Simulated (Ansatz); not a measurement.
Total energies of the cluster P₂W₂ from Ansatz at PBE-D4/def2-TZVP, gas phase (1 Eh = 27.2114 eV = 2625.5 kJ/mol). The reference geometry is relaxed at PBE-D4/def2-SVP.

```
atom   x (Å)   y (Å)   z (Å)
  W1   1.272  -0.038  -0.177
  W2  -0.810  -0.116  -0.991
  P3  -0.542  -1.567   0.677
  P4   0.080   1.720   0.491
```

```
           state                    geometry  energy (Eh)
charge 0 singlet                   reference   -816.68016
charge 1 doublet                   reference   -816.44067
charge 0 triplet  relaxed at PBE-D4/def2-SVP   -816.68013
charge 0 quintet  relaxed at PBE-D4/def2-SVP   -816.62887
```

In the def2 sets W takes a core potential; there is no spin–orbit coupling.

(1) Work out the vertical ionisation energy to the doublet.

(2) Which of the charge 0 states is lowest, and how far above it are the others?

(1) E(charge 1 doublet) − E(charge 0 singlet) = -816.44067 − (-816.68016) = 0.23949 Eh = 6.52 eV. For comparison, −ε of the highest occupied level is 4.02 eV at this level, 2.50 eV less.

(2) The singlet, but by less than the method's error, so the order isn't settled. triplet: -816.68013 − (-816.68016) = 0.00003 Eh = 0.1 kJ/mol; quintet: -816.62887 − (-816.68016) = 0.05129 Eh = 134.7 kJ/mol.

The structure comes from a short search, and lower isomers may exist.
